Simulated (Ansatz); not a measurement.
Isomers of C₂H₆O₂Si (singlet), relaxed with PBE0-D4/def2-SVP; total energies from Ansatz at CAM-B3LYP-D4/def2-TZVP.

| isomer | description | energy (Eh) |
| --- | --- | --- |
| A | Si(OAc)H3 (C2H6O2Si) | -519.84113 |
| B | Si(OMe)2 (C2H6O2Si) | -519.82585 |

**Question.** Work out the relative energies (1 Eh = 2625.5 kJ/mol) and the Boltzmann populations at 1200 K from electronic energies alone (R = 8.314 J/mol/K).

**Answer.** ΔE: A 0.0, B 40.1 kJ/mol. RT = 9.98 kJ/mol. Factors exp(−ΔE/RT): A 1, B 0.018; sum 1.018. Populations: A 98.2 %, B 1.8 %. Zero-point energy, vibrational entropy and symmetry numbers are left out and can shift these; an error of 4 kJ/mol changes a ratio by a factor of 1.5. Over the other density-functional and correlated levels in def2 sets, the gap between A and B ranges from 34 to 68 kJ/mol.
